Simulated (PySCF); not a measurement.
SMILES F[Si](F)(F)[CH2][Ge]([Cl])([Cl])[Cl] (CH₂Cl₃F₃GeSi), CAM-B3LYP/def2-SVP optimised geometry.

```
11

Si    -1.81    -1.46     2.05
F     -2.72    -1.17     0.77
F     -2.44    -2.71     2.81
F     -1.92    -0.20     3.02
C     -0.07    -1.79     1.57
Ge     0.58    -0.86     0.00
Cl    -0.09     1.17     0.00
Cl     2.72    -0.86     0.00
Cl    -0.09    -1.81    -1.79
H      0.60    -1.53     2.40
H      0.06    -2.87     1.37
```

Density from CAM-B3LYP/def2-TZVP in PySCF at that geometry.

Minimum of the electron density along straight lines between bonded atoms, close to the bond critical point (lines longer than 1.1 times the sum of covalent radii, or with two minima, are not listed):

| bond | length / Å | ρ at the minimum / e bohr⁻³ | ∇²ρ there / e bohr⁻⁵ | position (fraction from the first atom) |
|---|---|---|---|---|
| Si1–F2 | 1.598 | 0.142 | 0.97 | 0.42 |
| Si1–F3 | 1.598 | 0.142 | 0.97 | 0.42 |
| Si1–F4 | 1.596 | 0.143 | 0.99 | 0.42 |
| Si1–C5 | 1.840 | 0.133 | 0.16 | 0.39 |
| C5–Ge6 | 1.936 | 0.133 | 0.07 | 0.52 |
| Ge6–Cl7 | 2.138 | 0.110 | 0.16 | 0.43 |
| Ge6–Cl8 | 2.140 | 0.110 | 0.16 | 0.43 |
| Ge6–Cl9 | 2.134 | 0.111 | 0.16 | 0.43 |
| C5–H10 | 1.101 | 0.267 | -0.88 | 0.65 |
| C5–H11 | 1.101 | 0.267 | -0.87 | 0.65 |
